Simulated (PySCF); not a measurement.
Metal series M(CO), each in one or more spin states. Isolated molecules, 0 K electronic values unless said otherwise. Multiplicities are imposed; where one is given, others were not computed.

Level of theory: TPSSh-D3(BJ)/def2-TZVP // PBE-D3(BJ)/def2-SVP run with PySCF. 

```
species                            mean distance from the central atom to its bonded neighbours (Å)  mean C–O bond length of the carbonyls (Å)
---------------------------------  ----------------------------------------------------------------  -----------------------------------------
M = Pd, multiplicity 1                                                                        1.825                                      1.161
M = Ir, multiplicity 2 ([Ir(CO)])                                                             1.765                                      1.171
M = Pt, multiplicity 1 ([Pt(CO)])                                                             1.766                                      1.165
```
